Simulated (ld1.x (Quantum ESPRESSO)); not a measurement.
# How hard is this gallium (Ga) PAW potential?

```
Element                 : Ga (Z = 31)
Generator               : ld1.x (Quantum ESPRESSO) 7.5
Type                    : PAW
Functional              : PBE
Relativity              : scalar-relativistic
Frozen core             : [Ne] 3s2
Valence charge          : 19
Reference configuration : 3p6 3d10 4s2 4p0 (charge +1)
Partial waves           : 4s (bound): rcut 1.20, rcutus 1.60 bohr; 4s channel at 2.45 Ry: rcut 1.20, rcutus 1.60 bohr; 3p (bound): rcut 0.95, rcutus 1.25 bohr; 4p (bound, empty): rcut 0.95, rcutus 1.25 bohr; 3d (bound): rcut 1.15, rcutus 1.25 bohr; 3d channel at 0.1 Ry: rcut 1.15, rcutus 1.25 bohr
Local potential         : all-electron potential smoothed inside 1.35 bohr (lloc = -1)
Core correction         : Bessel-smoothed model core, default radius (core density twice the valence density)
Augmentation charge     : BESSEL, radius 1.10 bohr
```

The pseudo-atom Hamiltonian at the reference potential is diagonalised in spherical Bessel functions j_l(qr) that vanish at 20 bohr, with q² up to the cutoff. All-electron valence levels (Ry): 4s -1.2003, 3p -7.8749, 4p -0.6665, 3d -2.0155.

Problem. How do the lowest levels (Ry) of each channel move with the cutoff, and are there ghosts?

Solution.

```json
{"cutoff (Ry)": "8", "s #1": "-1.1810", "s #2": "-0.2818", "p #1": "-4.6697", "p #2": "-0.4187", "d #1": "-0.2603", "d #2": "-0.0879", "f #1": "-0.0487", "Σ f·Δε (mRy)": "36822.3"}
{"cutoff (Ry)": "21", "s #1": "-1.2001", "s #2": "-0.2862", "p #1": "-7.4716", "p #2": "-0.5460", "d #1": "-1.1663", "d #2": "-0.1620", "f #1": "-0.0487", "Σ f·Δε (mRy)": "10912.3"}
{"cutoff (Ry)": "40", "s #1": "-1.2003", "s #2": "-0.2862", "p #1": "-7.8539", "p #2": "-0.5861", "d #1": "-1.9158", "d #2": "-0.1789", "f #1": "-0.0487", "Σ f·Δε (mRy)": "1123.0"}
{"cutoff (Ry)": "70", "s #1": "-1.2004", "s #2": "-0.2862", "p #1": "-7.8739", "p #2": "-0.6468", "d #1": "-2.0141", "d #2": "-0.1833", "f #1": "-0.0487", "Σ f·Δε (mRy)": "20.0"}
{"cutoff (Ry)": "110", "s #1": "-1.2004", "s #2": "-0.2862", "p #1": "-7.8748", "p #2": "-0.6655", "d #1": "-2.0152", "d #2": "-0.1840", "f #1": "-0.0487", "Σ f·Δε (mRy)": "3.3"}
{"cutoff (Ry)": "200", "s #1": "-1.2004", "s #2": "-0.2862", "p #1": "-7.8749", "p #2": "-0.6664", "d #1": "-2.0155", "d #2": "-0.1840", "f #1": "-0.0487", "Σ f·Δε (mRy)": "0.4"}
{"cutoff (Ry)": "400", "s #1": "-1.2004", "s #2": "-0.2862", "p #1": "-7.8749", "p #2": "-0.6665", "d #1": "-2.0155", "d #2": "-0.1840", "f #1": "-0.0487", "Σ f·Δε (mRy)": "0.0"}
```

Result: no extra level below or beside the all-electron valence levels (s, p, d, f tested); 10 mRy is reached at 100 Ry and 1 mRy at 160 Ry.

Test run stopped at test 4 of 7 (negative rho).
